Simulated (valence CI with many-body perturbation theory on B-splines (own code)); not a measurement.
**W⁵¹⁺: what each term of the Hamiltonian does**

Calculated by valence CI with perturbative core correlation (CI+MBPT): five valence electrons over a frozen Dirac-Fock core [Ar], a basis of 7 s, 7 p, 8 d, 6 f, 4 g, 1 h functions for each j, with the one-electron correlation potential Σ1 (screened to all orders), the two-electron term Σ2, the three-electron term Σ3, Breit, model QED; selected single and double excitations, second order for the rest (own B-spline code, finite nucleus).

No measured spectrum was set against this ion. As an estimate, large intervals hold to a few tenths of a per cent, small ones and those within an open d or f shell to about a per cent. Among the levels kept, up to 250 cm⁻¹ of a level comes from second order outside the variational space, and about a tenth of that is noise between levels of different J, which matters for small intervals. The list stops below the first excitations out of the core. Only levels of the ground parity were solved; by the run's estimate the other parity begins above the list, which can be wrong where configurations are misplaced.

Each rung adds one term. CI alone is the Dirac-Coulomb CI over the frozen core; QED comes last and gives the full result, which names the levels. Energies are above (3d3/2^4 3d5/2) J=5/2 on the same rung, in cm⁻¹.

Levels are named by their leading jj configuration (3d3/2^4 stands for four electrons in 3d with j = 3/2), which in mixed levels can hold well under half, so a name can repeat and another be missing. Letters in brackets count levels of one name in rising energy.

| Level | CI alone |
| --- | --- |
| (3d3/2^3 3d5/2^2) J=5/2 [a] | 472123 |
| (3d3/2^3 3d5/2^2) J=7/2 [a] | 574392 |
| (3d3/2^3 3d5/2^2) J=11/2 | 594596 |
| (3d3/2^3 3d5/2^2) J=3/2 [a] | 584920 |
| (3d3/2^3 3d5/2^2) J=9/2 | 634968 |
| (3d3/2^3 3d5/2^2) J=5/2 [b] | 662612 |
| (3d3/2^3 3d5/2^2) J=1/2 | 688546 |
| (3d3/2^3 3d5/2^2) J=7/2 [b] | 701092 |
| (3d3/2^3 3d5/2^2) J=3/2 [b] | 831878 |
| (3d3/2^2 3d5/2^3) J=5/2 [a] | 1034470 |
| (3d3/2^2 3d5/2^3) J=7/2 [a] | 1112290 |
| (3d3/2^2 3d5/2^3) J=11/2 | 1123670 |
| (3d3/2^2 3d5/2^3) J=9/2 [a] | 1137910 |
| (3d3/2^2 3d5/2^3) J=13/2 | 1174150 |
| (3d3/2^2 3d5/2^3) J=1/2 [a] | 1166440 |
| (3d3/2^2 3d5/2^3) J=3/2 [a] | 1176960 |

(1) What do these energies become with core correlation, Breit and QED?

(2) How does the ionisation energy move along the ladder, and which term matters most?

Results:

(1) (3d3/2^3 3d5/2^2) J=5/2 [a] 471112 (-1010); (3d3/2^3 3d5/2^2) J=7/2 [a] 565220 (-9172); (3d3/2^3 3d5/2^2) J=11/2 575446 (-19150); (3d3/2^3 3d5/2^2) J=3/2 [a] 580268 (-4651); (3d3/2^3 3d5/2^2) J=9/2 620473 (-14495); (3d3/2^3 3d5/2^2) J=5/2 [b] 650614 (-11998); (3d3/2^3 3d5/2^2) J=1/2 679853 (-8693); (3d3/2^3 3d5/2^2) J=7/2 [b] 686912 (-14180); (3d3/2^3 3d5/2^2) J=3/2 [b] 823959 (-7918); (3d3/2^2 3d5/2^3) J=5/2 [a] 1027990 (-6484); (3d3/2^2 3d5/2^3) J=7/2 [a] 1097960 (-14333); (3d3/2^2 3d5/2^3) J=11/2 1101090 (-22581); (3d3/2^2 3d5/2^3) J=9/2 [a] 1117570 (-20339); (3d3/2^2 3d5/2^3) J=13/2 1141620 (-32526); (3d3/2^2 3d5/2^3) J=1/2 [a] 1156850 (-9588); (3d3/2^2 3d5/2^3) J=3/2 [a] 1166580 (-10379).

(2) CI alone 4694.7, + Σ1 4697.0, + Σ2 4707.9, + Σ3 4708.2, + Breit 4706.2, + QED 4706.2 eV. The largest step is Σ2, 10.9 eV. NIST lists 4709 ± 4 eV (semi-empirical).
